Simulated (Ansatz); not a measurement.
A first, cheap relaxation of H$_{8}$O$_{2}$Si$_{3}$, SMILES `O[SiH](O)[SiH2][SiH3]`.

```yaml
crystal:
  periodic: [false, false, false]
  atoms:
    - {symbol: O, position_ang: [1.158700, -1.587700, 2.103600]}
    - {symbol: Si, position_ang: [0.810000, -0.975500, 0.563500]}
    - {symbol: O, position_ang: [0.131800, -2.228700, -0.308400]}
    - {symbol: Si, position_ang: [-0.525300, 0.862800, 0.608400]}
    - {symbol: Si, position_ang: [-0.680700, 1.589900, -1.570900]}
    - {symbol: H, position_ang: [0.343400, -1.882300, 2.568000]}
    - {symbol: H, position_ang: [2.134800, -0.622600, -0.054700]}
    - {symbol: H, position_ang: [0.808000, -2.953100, -0.472900]}
    - {symbol: H, position_ang: [-1.944600, 0.479400, 1.163800]}
    - {symbol: H, position_ang: [-0.064200, 1.913000, 1.542400]}
    - {symbol: H, position_ang: [-1.258400, 0.565900, -2.441500]}
    - {symbol: H, position_ang: [0.695300, 1.967800, -2.020600]}
    - {symbol: H, position_ang: [-1.588400, 2.836500, -1.666000]}
basis:
  gaussian: {orbitals: def2-SVP}
hamiltonian: {xc: pbe, dispersion: d4}
relax: {f_tol: 0.03, max_steps: 200}
```

```sh
$ ansatz run in.yaml --threads 4 --pin off --events-out ev --progress --plain --max-ram 10444MiB
```

It prints (some lines left out):

```
Functional definition: PBE
mean field -27831.39327337 eV, -1022.7848380004 hartree, gradient 5.3e-5 eV, S^2 0.000000; 0 other end points of the search recorded, 0 dependent functions left out
relax step   1: F+E_penalty+E_count = -27831.70910373 eV  Δ(F+E_penalty+E_count) = +0.000e0 eV  max|allowed force component| = 1.779e0 eV/Å  Δτ_max = 0.0000 Å  (27 SCF iters, accepted)
mean field -27831.60216820 eV, -1022.7925147438 hartree, gradient 7.9e-6 eV, S^2 0.000000; 0 other end points of the search recorded, 0 dependent functions left out
relax step   2: F+E_penalty+E_count = -27831.91352400 eV  Δ(F+E_penalty+E_count) = -2.044e-1 eV  max|allowed force component| = 6.767e-1 eV/Å  Δτ_max = 0.1938 Å  (29 SCF iters, accepted)
mean field -27831.54012680 eV, -1022.7902347644 hartree, gradient 6.9e-6 eV, S^2 0.000000; 0 other end points of the search recorded, 0 dependent functions left out
relax step   3: F+E_penalty+E_count = -27831.84936774 eV  Δ(F+E_penalty+E_count) = +6.416e-2 eV  max|allowed force component| = 1.161e0 eV/Å  Δτ_max = 0.1999 Å  (29 SCF iters, rejected (line search))
mean field -27831.65363609 eV, -1022.7944061540 hartree, gradient 2.1e-5 eV, S^2 0.000000; 0 other end points of the search recorded, 0 dependent functions left out
relax step   4: F+E_penalty+E_count = -27831.96539852 eV  Δ(F+E_penalty+E_count) = -5.187e-2 eV  max|allowed force component| = 1.367e-1 eV/Å  Δτ_max = 0.0941 Å  (28 SCF iters, accepted)
mean field -27831.65795590 eV, -1022.7945649039 hartree, gradient 1.1e-5 eV, S^2 0.000000; 0 other end points of the search recorded, 0 dependent functions left out
relax step   5: F+E_penalty+E_count = -27831.97013448 eV  Δ(F+E_penalty+E_count) = -4.736e-3 eV  max|allowed force component| = 7.143e-2 eV/Å  Δτ_max = 0.1000 Å  (28 SCF iters, accepted)
mean field -27831.66052427 eV, -1022.7946592899 hartree, gradient 1.8e-5 eV, S^2 0.000000; 0 other end points of the search recorded, 0 dependent functions left out
relax step   6: F+E_penalty+E_count = -27831.97393656 eV  Δ(F+E_penalty+E_count) = -3.802e-3 eV  max|allowed force component| = 3.728e-2 eV/Å  Δτ_max = 0.0827 Å  (28 SCF iters, accepted)
mean field -27831.66170620 eV, -1022.7947027251 hartree, gradient 1.6e-5 eV, S^2 0.000000; 0 other end points of the search recorded, 0 dependent functions left out
relax step   7: F+E_penalty+E_count = -27831.97553277 eV  Δ(F+E_penalty+E_count) = -1.596e-3 eV  max|allowed force component| = 1.427e-1 eV/Å  Δτ_max = 0.0759 Å  (28 SCF iters, accepted)
mean field -27831.66392014 eV, -1022.7947840858 hartree, gradient 1.1e-5 eV, S^2 0.000000; 0 other end points of the search recorded, 0 dependent functions left out
relax step   8: F+E_penalty+E_count = -27831.97775094 eV  Δ(F+E_penalty+E_count) = -2.218e-3 eV  max|allowed force component| = 1.012e-1 eV/Å  Δτ_max = 0.0466 Å  (28 SCF iters, accepted)
mean field -27831.66646407 eV, -1022.7948775735 hartree, gradient 1.8e-5 eV, S^2 0.000000; 0 other end points of the search recorded, 0 dependent functions left out
relax step   9: F+E_penalty+E_count = -27831.98030523 eV  Δ(F+E_penalty+E_count) = -2.554e-3 eV  max|allowed force component| = 9.039e-2 eV/Å  Δτ_max = 0.0924 Å  (28 SCF iters, accepted)
mean field -27831.66738928 eV, -1022.7949115742 hartree, gradient 1.1e-5 eV, S^2 0.000000; 0 other end points of the search recorded, 0 dependent functions left out
relax step  10: F+E_penalty+E_count = -27831.98182979 eV  Δ(F+E_penalty+E_count) = -1.525e-3 eV  max|allowed force component| = 7.821e-2 eV/Å  Δτ_max = 0.0605 Å  (28 SCF iters, accepted)
mean field -27831.66708827 eV, -1022.7949005126 hartree, gradient 1.8e-5 eV, S^2 0.000000; 0 other end points of the search recorded, 0 dependent functions left out
relax step  11: F+E_penalty+E_count = -27831.98228661 eV  Δ(F+E_penalty+E_count) = -4.568e-4 eV  max|allowed force component| = 1.083e-1 eV/Å  Δτ_max = 0.0961 Å  (28 SCF iters, accepted)
mean field -27831.66792498 eV, -1022.7949312611 hartree, gradient 1.1e-5 eV, S^2 0.000000; 0 other end points of the search recorded, 0 dependent functions left out
relax step  12: F+E_penalty+E_count = -27831.98373496 eV  Δ(F+E_penalty+E_count) = -1.448e-3 eV  max|allowed force component| = 1.154e-1 eV/Å  Δτ_max = 0.0257 Å  (29 SCF iters, accepted)
mean field -27831.66862035 eV, -1022.7949568155 hartree, gradient 1.1e-5 eV, S^2 0.000000; 0 other end points of the search recorded, 0 dependent functions left out
relax step  13: F+E_penalty+E_count = -27831.98463839 eV  Δ(F+E_penalty+E_count) = -9.034e-4 eV  max|allowed force component| = 6.085e-2 eV/Å  Δτ_max = 0.0165 Å  (30 SCF iters, accepted)
mean field -27831.66899112 eV, -1022.7949704408 hartree, gradient 1.1e-5 eV, S^2 0.000000; 0 other end points of the search recorded, 0 dependent functions left out
relax step  14: F+E_penalty+E_count = -27831.98535136 eV  Δ(F+E_penalty+E_count) = -7.130e-4 eV  max|allowed force component| = 3.857e-2 eV/Å  Δτ_max = 0.0218 Å  (29 SCF iters, accepted)
mean field -27831.66893994 eV, -1022.7949685601 hartree, gradient 1.1e-5 eV, S^2 0.000000; 0 other end points of the search recorded, 0 dependent functions left out
relax step  15: F+E_penalty+E_count = -27831.98566217 eV  Δ(F+E_penalty+E_count) = -3.108e-4 eV  max|allowed force component| = 2.285e-2 eV/Å  Δτ_max = 0.0289 Å  (29 SCF iters, accepted)
mean field -27831.66852388 eV, -1022.7949532702 hartree, gradient 1.1e-5 eV, S^2 0.000000; 0 other end points of the search recorded, 0 dependent functions left out
relax step  16: F+E_penalty+E_count = -27831.98592000 eV  Δ(F+E_penalty+E_count) = -2.578e-4 eV  max|allowed force component| = 5.442e-2 eV/Å  Δτ_max = 0.0558 Å  (28 SCF iters, accepted)
mean field -27831.66850887 eV, -1022.7949527186 hartree, gradient 2.0e-5 eV, S^2 0.000000; 0 other end points of the search recorded, 0 dependent functions left out
relax step  17: F+E_penalty+E_count = -27831.98601996 eV  Δ(F+E_penalty+E_count) = -9.995e-5 eV  max|allowed force component| = 3.231e-2 eV/Å  Δτ_max = 0.0054 Å  (22 SCF iters, accepted)
mean field -27831.66864323 eV, -1022.7949576562 hartree, gradient 1.1e-5 eV, S^2 0.000000; 0 other end points of the search recorded, 0 dependent functions left out
relax step  18: F+E_penalty+E_count = -27831.98614973 eV  Δ(F+E_penalty+E_count) = -1.298e-4 eV  max|allowed force component| = 1.503e-2 eV/Å  Δτ_max = 0.0109 Å  (30 SCF iters, accepted)
mean field -27831.66864323 eV, -1022.7949576562 hartree, gradient 1.0e-5 eV, S^2 0.000000; 1 other end points of the search recorded, 0 dependent functions left out
Total energy: -27831.98619187 eV, -1022.8066273534 hartree
Atom 0 at     0.822411    -1.884238     2.125159 Å, force    -0.002036    -0.005735     0.005118 eV/Å
Atom 1 at     0.956932    -0.961087     0.724831 Å, force    -0.001226     0.014015     0.000550 eV/Å
Atom 2 at     0.438643    -1.766786    -0.663461 Å, force     0.004213    -0.014494    -0.015034 eV/Å
Atom 3 at    -0.417808     0.949982     0.688107 Å, force    -0.004959    -0.000346     0.000056 eV/Å
Atom 4 at    -0.843128     1.444902    -1.570547 Å, force     0.004374    -0.001717     0.002795 eV/Å
Atom 5 at    -0.093435    -2.040109     2.417104 Å, force     0.000636    -0.001456     0.002632 eV/Å
Atom 6 at     2.427628    -0.657038     0.658604 Å, force     0.004022    -0.003080     0.000310 eV/Å
Atom 7 at     0.983456    -2.527700    -0.935733 Å, force    -0.004788     0.009761     0.006086 eV/Å
Atom 8 at    -1.718040     0.668454     1.403354 Å, force    -0.000371    -0.000930     0.002298 eV/Å
Atom 9 at     0.250457     2.104651     1.390266 Å, force     0.002896     0.002447    -0.000583 eV/Å
Atom 10 at    -1.684267     0.352430    -2.170039 Å, force    -0.001854    -0.001317    -0.001152 eV/Å
Atom 11 at     0.461004     1.523796    -2.318394 Å, force     0.000556     0.001573    -0.002842 eV/Å
Atom 12 at    -1.563452     2.758142    -1.734552 Å, force    -0.001464     0.001279    -0.000233 eV/Å
Dipole moment:    -0.043728    -0.260148     0.020251 e Å
```

Run time 25 s (4 threads of an Arm Neoverse V1 on a shared host); peak host memory 0.17 GiB.
